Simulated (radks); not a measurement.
Problem. Zr V, 36 electrons, occupied as [Kr] (the NIST ground configuration). All-electron calculation, Dirac Kohn-Sham, PBE, spin-unpolarised, spherical densities, finite nucleus; Fermi nuclear charge, rms radius 4.2694 fm. Program: a radial shooting solver on a logarithmic mesh with Libxc functionals. Some entries of the table are withheld. Estimate them.

orbital  occ.  eigenvalue (hartree)  r(max) (bohr)
1s1/2       2             -656.3325        0.02414
2s1/2       2             -92.29687         0.1371
2p1/2       2                   (1)            (2)
2p3/2       4                   (3)            (4)
3s1/2       2                   (5)         0.4083
3p1/2       2             -13.58409         0.3962
3p3/2       4             -13.08127         0.4053
3d3/2       4                   (6)         0.3457
3d5/2       6                   (7)         0.3484
4s1/2       2              -3.51126          1.071
4p1/2       2              -2.72275          1.148
4p3/2       4              -2.65210          1.171
4d3/2       0              -1.49034          1.434
4d5/2       0              -1.48225          1.443
5s1/2       0              -1.22489            (8)

Solution. 
(1) 2p1/2 eigenvalue (hartree): -84.62169
(2) 2p1/2 r(max) (bohr): 0.1070
(3) 2p3/2 eigenvalue (hartree): -81.46667
(4) 2p3/2 r(max) (bohr): 0.1106
(5) 3s1/2 eigenvalue (hartree): -16.44094
(6) 3d3/2 eigenvalue (hartree): -8.04711
(7) 3d5/2 eigenvalue (hartree): -7.95516
(8) 5s1/2 r(max) (bohr): 2.546
